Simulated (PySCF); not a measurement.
S₈, SMILES S1SSSSSSS1.

Coordinates come from a PBE0-D3(BJ)/def2-SVP optimisation.

Method: PySCF with TDA-PBE0/def2-SVPD.

Vertical excitations. Gas-phase values at a fixed geometry. State labels are in the subgroup Cs.

### Question
List the lowest excited states. (An estimate is asked for; the answer gives what the named calculation found.)

### Answer

```
state  symmetry  energy (eV)  λ (nm)      f                                            main pairs
-----  --------  -----------  ------  -----  ----------------------------------------------------
S1           A'         3.11     399  0.001                                        HOMO→LUMO 97 %
S2           A"         3.20     388  0.000                                      HOMO→LUMO+1 97 %
S3           A'         3.40     365  0.000                                      HOMO→LUMO+2 96 %
S4           A"         3.77     329  0.020                                      HOMO→LUMO+3 77 %
S5           A"         3.90     318  0.001  HOMO−1→LUMO 60 %, HOMO→LUMO+4 23 %, HOMO→LUMO+3 11 %
S6           A'         4.12     301  0.000                                    HOMO−1→LUMO+1 94 %
T1           A'         2.60     477      0                                        HOMO→LUMO 88 %
T2           A"         2.82     440      0                                      HOMO→LUMO+1 87 %
```
Triplets are in the Tamm–Dancoff approximation.
